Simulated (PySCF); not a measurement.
C4H5BF2, SMILES C=C1C[C@@H](F)B1F. Atoms are numbered in the order given.

```xyz
12

C      2.4268    -0.3702    -0.4852
C      1.1523    -0.2075    -0.1153
C      0.3466    -0.7587     1.0574
C     -1.0058    -0.4739     0.3491
F     -2.0145     0.0338     1.1213
B     -0.1646     0.4319    -0.6575
F     -0.4586     1.3973    -1.4999
H      2.8109     0.1008    -1.3954
H      3.1334    -0.9757     0.0940
H      0.4415    -0.1088     1.9446
H      0.5385    -1.7993     1.3653
H     -1.3632    -1.3956    -0.1500
```

The structure is a stationary point at PBE0-D3(BJ)/def2-SVP. The structure was generated by enumeration; whether it is a known compound was not checked.

Two levels are set side by side: PBE/pcSseg-1 (PySCF) and PBE0/pcSseg-1 (PySCF). GIAO shifts against BF3 (¹¹B), CFCl3 (¹⁹F), TMS (¹H), TMS (¹³C) at the same level; non-relativistic, no solvent, atoms listed together averaged. Differences are taken from unrounded values.

| quantity | PBE0 |
|---|---|
| δ(¹³C) of C1 (ppm) | 141.8 |
| δ(¹³C) of C2 (ppm) | 155.0 |
| δ(¹³C) of C3 (ppm) | 40.6 |
| δ(¹³C) of C4 (ppm) | 87.3 |
| δ(¹⁹F) of F5 (ppm) | -241.5 |
| δ(¹¹B) of B6 (ppm) | 35.7 |
| δ(¹⁹F) of F7 (ppm) | -44.0 |
| δ(¹H) of H12 (ppm) | 5.10 |

Problem. What does PBE give, and how far is it from PBE0? (Estimate from the structure and the level; the computed values follow.)

Solution. 
| quantity | PBE | PBE minus PBE0 |
|---|---|---|
| δ(¹³C) of C1 (ppm) | 139.3 | -2.5 |
| δ(¹³C) of C2 (ppm) | 157.0 | 2.0 |
| δ(¹³C) of C3 (ppm) | 43.1 | 2.5 |
| δ(¹³C) of C4 (ppm) | 90.7 | 3.4 |
| δ(¹⁹F) of F5 (ppm) | -257.4 | -15.9 |
| δ(¹¹B) of B6 (ppm) | 36.0 | 0.2 |
| δ(¹⁹F) of F7 (ppm) | -51.8 | -7.8 |
| δ(¹H) of H12 (ppm) | 5.26 | 0.16 |

Rough cost on one machine, each run with all the roots and properties that it gave: PBE0 against PBE within a factor of 2.
